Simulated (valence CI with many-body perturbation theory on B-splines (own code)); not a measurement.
# Missing levels of Hg³¹⁺

Calculated by configuration interaction combined with many-body perturbation theory (CI+MBPT): three valence electrons over a frozen Dirac-Fock core [Kr] 4d10, radial functions for each j: 7 s, 7 p, 7 d, 7 f, 4 g, 2 h, with the one-electron correlation potential Σ1, the two-electron term Σ2, the three-electron term Σ3, Breit, model QED; selected CI, second order for the rest, scaled by the run's own slope (own B-spline code, finite nucleus).

No measured spectrum was set against this ion. As an estimate, large intervals hold to a few tenths of a per cent, small ones and those within an open d or f shell to about a per cent. Excitations out of the core, of the other parity, are not computed and may begin above about 189 eV (a cautious bound); beyond it only levels of the ground parity were kept, without lifetimes.

```
                     Level  E (cm⁻¹)
           (4f5/2^3) J=9/2       0.0
(4f5/2^2 4f7/2) J=11/2 [a]         ?
           (4f5/2^3) J=3/2     42610
     (4f5/2^2 4f7/2) J=9/2     64676
           (4f5/2^3) J=5/2     64714
    (4f5/2^2 4f7/2) J=13/2         ?
 (4f5/2^2 4f7/2) J=5/2 [a]     78160
 (4f5/2^2 4f7/2) J=3/2 [a]     78680
 (4f5/2^2 4f7/2) J=7/2 [a]     79797
(4f5/2^2 4f7/2) J=15/2 [a]         ?
 (4f5/2^2 4f7/2) J=7/2 [b]     94656
(4f5/2 4f7/2^2) J=13/2 [a]         ?
(4f5/2^2 4f7/2) J=11/2 [b]         ?
 (4f5/2 4f7/2^2) J=9/2 [a]    108670
 (4f5/2^2 4f7/2) J=3/2 [b]    112360
     (4f5/2^2 4f7/2) J=1/2    112650
 (4f5/2^2 4f7/2) J=5/2 [b]    117210
 (4f5/2 4f7/2^2) J=9/2 [b]         ?
 (4f5/2 4f7/2^2) J=7/2 [a]    123760
(4f5/2^2 4f7/2) J=15/2 [b]    125030
```

Levels are named by their leading jj configuration (3d3/2^4 stands for four electrons in 3d with j = 3/2), which in mixed levels can hold well under half, so a name can repeat and another be missing. Letters in brackets count levels of one name in rising energy.

(1) The levels stand in rising order. What does the calculation give for the missing energies?

Answers

(1) (4f5/2^2 4f7/2) J=11/2 [a] 37948; (4f5/2^2 4f7/2) J=13/2 65340; (4f5/2^2 4f7/2) J=15/2 [a] 86121; (4f5/2 4f7/2^2) J=13/2 [a] 106740; (4f5/2^2 4f7/2) J=11/2 [b] 108070; (4f5/2 4f7/2^2) J=9/2 [b] 123270.
